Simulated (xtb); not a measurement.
C4H7FSi, SMILES F[C@]1([SiH3])C=CC1. All values are semi-empirical tight-binding results from xtb (GFN2-xTB unless named), good for trends rather than for accurate numbers. Coordinates come from a GFN2-xTB optimisation. The structure was generated by enumeration; whether it is a known compound was not checked.

### Question
Estimate the properties. (Estimate from the structure and the level; the computed values follow.)

### Answer

| Quantity | Value |
|---|---|
| orbital gap | 4.53 eV |
| dipole moment | 2.23 D |
| zero-point energy | 56.9 kcal/mol |
| G − E(el) at 298.15 K (modified RRHO) | 37.5 kcal/mol |
| static polarisability (D4 model) | 73.5 bohr³ |
| solvation energy, GFN2-xTB/ALPB(water) | -1.7 kcal/mol |
| solvation energy, GFN2-xTB/ALPB(octanol) | -4.1 kcal/mol |
